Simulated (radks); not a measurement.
Task: These are the eigenvalues of the occupied orbitals of an atom or ion with whole-number occupations (eV). Calculated with a radial shooting solver on a logarithmic mesh with Libxc functionals: non-relativistic Kohn-Sham, LDA (Slater exchange, Perdew-Wang correlation), spin-unpolarised, spherical densities, point nucleus.

| orbital | eigenvalue |
|---|---|
| 1s | -65481.95 |
| 2s | -13609.94 |
| 2p | -13218.35 |
| 3s | -5310.315 |
| 3p | -5152.164 |
| 3d | -4892.196 |

Which element is it, and in what charge state? The configuration may be excited.

Result: Z = 73, tantalum, charge +53: Ta53+ in [Ar] 3d2. The list shows which subshells hold electrons but not how many an open one holds; the 1s level, -2406.4 hartree, gives Z - s = 69.4 by -(Z - s)^2/2, which with screening narrows Z to a few neighbours, and the depths of the outer levels then fix element, charge and occupations together.
